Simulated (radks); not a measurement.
The numbers below are computed, except where a source is named.
Question: K14+, 5 electrons, occupied as 1s1 2s2 2p(1/2: 2, 3/2: 0) (not the ground configuration). Level of theory: Dirac Kohn-Sham, PBE, spin-unpolarised, spherical densities, finite nucleus; Fermi nuclear charge, rms radius 3.4349 fm (a radial shooting solver on a logarithmic mesh with Libxc functionals). Some entries of the table are withheld. Estimate them.

orbital  occ.  eigenvalue (eV)  <r^2> (bohr^2)
1s1/2       1              (1)             (2)
2s1/2       2        -890.8440             (3)
2p1/2       2              (4)             (5)
2p3/2       0              (6)             (7)

Answer: 
(1) 1s1/2 eigenvalue (eV): -4358.170
(2) 1s1/2 <r^2> (bohr^2): 0.008439
(3) 2s1/2 <r^2> (bohr^2): 0.1352
(4) 2p1/2 eigenvalue (eV): -850.7004
(5) 2p1/2 <r^2> (bohr^2): 0.1023
(6) 2p3/2 eigenvalue (eV): -846.1942
(7) 2p3/2 <r^2> (bohr^2): 0.1035
